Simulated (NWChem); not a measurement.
A series in which one site is exchanged, each optimised at PBE0/def2-SVP with NWChem, gas phase unless a solvent is named. For some, no frequency run checked for a minimum. def2 effective core potentials on In, Sb, La; no spin-orbit coupling.

A: [F][Sb]([Cl])[Cl] (SbCl2F; site = Sb)
B: [F][Sc]([Cl])[Cl] (ScCl$_{2}$F; site = Sc)
C: [Cl][La]([F])[Cl] (LaCl₂F; site = La)
D: [F][In]([Cl])[Cl] (InCl$_{2}$F; site = In)

Values for A:

```
Property                                              Result
----------------------------------------------------  ------
dipole (D), PBE0/def2-SVP                               3.26
orbital gap (eV), PBE0/def2-SVP                         6.81
vertical ionisation energy, ΔSCF, PBE0/def2-SVP (eV)   10.88
static polarisability, PBE0/def2-SVPD (bohr³)           68.5
```

### Question
How do these values change for the other members?

### Answer
| change from A | B | C | D |
|---|---|---|---|
| dipole (D), PBE0/def2-SVP | -2.73 | -0.03 | -2.42 |
| orbital gap (eV), PBE0/def2-SVP | -0.70 | -0.85 | -0.46 |
| vertical ionisation energy, ΔSCF, PBE0/def2-SVP (eV) | +0.51 | -0.19 | +0.84 |
| static polarisability, PBE0/def2-SVPD (bohr³) | -10.0 | +1.4 | -8.0 |
